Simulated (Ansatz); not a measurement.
Geometry optimisation, RHF/def2-SVP (Ansatz 0.2.0).

Input:

```yaml
crystal:
  periodic: [false, false, false]
  atoms:
    - { symbol: "N", position_ang: [0.2492, 1.471, 1.9259] }
    - { symbol: Si, position_ang: [0.163, -0.2454, 1.5842] }
    - { symbol: C, position_ang: [1.07829, -1.1936, 2.9076] }
    - { symbol: Si, position_ang: [2.83619, -0.75465, 3.00737] }
    - { symbol: As, position_ang: [3.88306, -1.49312, 0.98261] }
    - { symbol: H, position_ang: [-0.1991, 1.6664, 2.868] }
    - { symbol: H, position_ang: [1.2331, 1.7954, 1.9697] }
    - { symbol: H, position_ang: [0.74546, -0.5458, 0.31994] }
    - { symbol: H, position_ang: [-1.29013, -0.60089, 1.56933] }
    - { symbol: H, position_ang: [0.58607, -0.92807, 3.90495] }
    - { symbol: H, position_ang: [0.92311, -2.27367, 2.72996] }
    - { symbol: H, position_ang: [3.49285, -1.41094, 4.09005] }
    - { symbol: H, position_ang: [3.07346, 0.7235, 3.0443] }
    - { symbol: H, position_ang: [3.76538, -2.95862, 1.38462] }
    - { symbol: H, position_ang: [5.29568, -1.33735, 1.57866] }
basis:
  gaussian: { orbitals: def2-SVP }
hamiltonian:
  xc: hf
relax:
  f_tol: 0.015
  max_steps: 40
output:
  orbitals: {}
```

Run as:

```bash
$ ansatz run input.yaml --threads 2 --pin off --max-ram 3072MiB --backend cpu --events-out ev --progress --plain --runs-dir out
```

**Question.** Where does it end, and by what steps?

**Answer.** It converged. The force dipped under the threshold on the way, but the program's further checks kept it going. After 24 steps the energy has fallen by 0.509 eV; H7 moved furthest, 0.87 Å.

```tsv
step	energy less start (eV)	largest force component (eV/Å)	accepted
0	0.0000	2.064	yes
1	-0.3668	0.799	yes
2	-0.4291	0.419	yes
3	-0.4778	0.498	yes
4	-0.4653	1.356	no
5	-0.4910	0.211	yes
6	-0.4889	0.219	no
7	-0.4936	0.019	yes
8	-0.4947	0.010	yes
9	-0.4960	0.047	yes
10	-0.4953	0.165	no
11	-0.4975	0.013	yes
12	-0.4986	0.024	yes
13	-0.4997	0.063	yes
14	-0.5000	0.188	yes
15	-0.5012	0.135	yes
16	-0.5040	0.047	yes
17	-0.5050	0.033	yes
18	-0.5062	0.087	yes
19	-0.5071	0.053	yes
20	-0.5077	0.035	yes
21	-0.5081	0.032	yes
22	-0.5080	0.040	no
23	-0.5085	0.018	yes
24	-0.5085	0.013	yes
```

```xyz
15
Properties=species:S:1:pos:R:3
N 0.445 1.397 1.670
Si 0.053 -0.278 1.745
C 1.020 -1.279 3.033
Si 2.871 -0.955 3.209
As 3.955 -0.966 1.074
H 0.155 2.066 2.355
H 1.193 1.742 1.102
H 0.335 -0.856 0.409
H -1.390 -0.420 2.062
H 0.574 -1.106 4.019
H 0.870 -2.342 2.814
H 3.489 -1.956 4.113
H 3.115 0.389 3.787
H 3.797 -2.450 0.841
H 5.354 -1.071 1.634
```

Whether the end is a true minimum wasn't checked by a vibrational analysis.

The run took 95 s on 2 threads of Arm Neoverse V1 (shared host), peak memory 0.44 GiB.
